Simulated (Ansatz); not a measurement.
The cluster Ta2Si. Charge 0, multiplicity 5. Geometry PBE-D4/def2-TZVP.

```xyz
3

Ta   -1.180    0.784    0.091
Ta    1.261    0.524    0.390
Si   -0.081   -1.308   -0.481
```

In the def2 sets Ta takes a core potential; there is no spin–orbit coupling. At HF/def2-TZVP the charge 0 quintet is spin-contaminated (final ⟨S²⟩ up to 7.06, 6.00 for a pure state). At PBE0-D4/def2-TZVP a broken-symmetry singlet of charge 0 lies 0.24 eV below the quintet, each at its own geometry. The structure comes from a short search, and lower isomers may exist.

Estimate the α-spin orbital energies around the gap (eV) in Ansatz with HF/def2-TZVP, BLYP-D4/def2-TZVP, r2SCAN-D4/def2-TZVP, r2SCANh-D4/def2-TZVP, PBE0-D4/def2-TZVP.


```csv
orbital,HF/def2-TZVP,BLYP-D4/def2-TZVP,r2SCAN-D4/def2-TZVP,r2SCANh-D4/def2-TZVP,PBE0-D4/def2-TZVP
HOMO−9,-46.77,-36.68,-37.92,-38.85,-39.44
HOMO−8,-14.82,-10.48,-10.89,-11.40,-12.00
HOMO−7,-10.04,-6.14,-6.59,-6.94,-7.29
HOMO−6,-9.27,-5.42,-5.80,-6.14,-6.49
HOMO−5,-8.52,-5.38,-5.74,-6.07,-6.47
HOMO−4,-8.45,-5.32,-5.65,-5.95,-6.29
HOMO−3,-8.03,-4.63,-5.02,-5.37,-5.76
HOMO−2,-7.81,-4.44,-4.70,-4.99,-5.29
HOMO−1,-7.49,-4.09,-4.63,-4.94,-5.27
HOMO,-7.00,-3.61,-4.18,-4.54,-4.80
LUMO,0.59,-2.84,-2.85,-2.53,-2.18
LUMO+1,0.67,-2.37,-2.51,-2.24,-1.87
LUMO+2,0.97,-2.29,-2.33,-2.06,-1.81
LUMO+3,1.31,-2.19,-2.30,-2.02,-1.61
LUMO+4,1.42,-1.93,-1.90,-1.66,-1.41
LUMO+5,1.73,-1.70,-1.69,-1.46,-1.26
β HOMO,-7.08,-4.86,-4.99,-5.27,-5.65
β LUMO,0.11,-3.54,-3.16,-2.79,-2.57
```
